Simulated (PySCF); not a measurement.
**Identify the compound**

The spectra below were simulated for a compound C₄H₁₀N₂Si.

1H NMR (600 MHz, computed): δ 4.84 (s, 3H), 3.55 (m, 2H), 2.74 (m, 2H), 2.00 (s, 3H).

13C{1H} NMR (computed): δ 145.3 (C), 50.0 (CH2), 39.7 (CH2), 17.9 (CH3).

PySCF calculation with GFN2-xTB structure and PBE0/pcSseg-1 with gauge-including orbitals; gas phase, equivalent nuclei averaged, non-relativistic, one conformer.

Scale: 1H (31.72 ppm) and 13C (186.93 ppm) vs TMS (reference shieldings calculated alike).

Task: What is the structure?

Result: 
Rings plus π bonds: 2 (1 ring in the answer). 4 carbon signals for 4 carbons: no two carbons are equivalent. Carbon types of the structure: 1 × C, 2 × CH2, 1 × CH3, leaving 3 H on heteroatoms. δC 145.3: C=N carbon. δC 50.0: sp3 CH2 bonded to N; deshielded by the electronegative neighbour. δC 39.7: sp3 CH2 in a ring; a saturated carbon with 2 carbon neighbours and no heteroatom attached. δC 17.9: methyl carbon; saturated and bonded to C and H only. δH 4.84: hydrogen on a silicon bonded to N. δH 3.55: hydrogen on an sp3 CH2 bonded to N; its carbon carries N, hence the downfield position. δH 2.74: hydrogen on an sp3 CH2 in a ring.

Structure: `CC1=NN([SiH3])CC1`.

The shifts were computed for this structure.

Shifts are as computed. Against solution values, carbons near 30 ppm lie about +3 ppm off and those near 130 ppm about +5 ppm. Of 1211 compounds with measured shifts, 218 miss one by over three times the rms of a fit or turn the order of signals round; such compounds aren't used in these exercises. No couplings were computed; multiplicities are counted from neighbouring protons, with m where these are inequivalent, close in shift, in a saturated or five-membered ring or joined by F or P, and br s for small geminal =CH2 splittings.
